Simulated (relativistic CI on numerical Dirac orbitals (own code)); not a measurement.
**Slater and spin-orbit integrals, Bi3+**

Computed by Dirac-Coulomb-Breit CI, orbitals from a KLI potential per configuration, model QED (radiative potential, 1s self-energy scaled to tabulated hydrogen-like ionisation energies), valence Slater integrals scaled by 0.85, P86 correlation energy added to each configuration (own radial code, finite nucleus).

Slater integrals F^k, G^k are unscaled and averaged over j, outside the closed core [Xe] 4f14; ζ comes from projecting the Hamiltonian with its Breit term on Σ l·s of the shell.

- 5d10 6s 6p: G^1(6s,6p) = 54480, ζ(6p) = 16000 cm⁻¹; <r>(6s) = 2.017, <r^2>(6s) = 4.55, <r>(6p) = 2.482, <r^2>(6p) = 6.906 (bohr units).
- 5d10 6p2: F^2(6p,6p) = 43610, ζ(6p) = 15853 cm⁻¹; <r>(6p) = 2.475, <r^2>(6p) = 6.871 (bohr units).
- 5d10 6s 6d: G^2(6s,6d) = 13397, ζ(6d) = 898.91 cm⁻¹; <r>(6s) = 1.991, <r^2>(6s) = 4.437, <r>(6d) = 3.617, <r^2>(6d) = 14.61 (bohr units).

In this model ζ of a weakly bound d, f or g electron outside closed shells comes out too small, for d by up to a factor of two or three and at times with the wrong sign; that of an outer p electron is too small as well.

Correlation outside the listed configurations is missing or only estimated: errors of thousands of cm⁻¹ between configurations and terms are usual at this charge. Rates and lifetimes follow the computed energies and can be off by large factors. The fine structure of a lone outer electron comes out too small, for d and f at times inverted, and misplaced configurations move strength between like terms. 13 of the 21 excited levels that our extract of the measured tables holds in this range could be paired (the sources list more); they are missed by 4449 cm⁻¹ on average and 5897 at most, and levels without a partner can miss by more.

Averages of the first 10 configurations, taken without configuration mixing, which lowers the lowest level and can move excited configurations by several eV; other configurations of the list can lie among them:

```csv
Configuration,Parity,States,Average energy above the lowest level (eV)
5d10 6s2,even,1,0.5
5d10 6s 6p,odd,12,11.3
5d10 6p2,even,15,24.2
5d10 6s 6d,even,20,24.2
5d10 6s 6f,odd,28,34.1
5d10 6d2,even,45,50.1
5d10 6s 7s,even,4,24.0
5d10 5f2,even,91,58.3
5d10 6s 7p,odd,12,27.8
5d10 6p 6d,odd,60,36.7
```
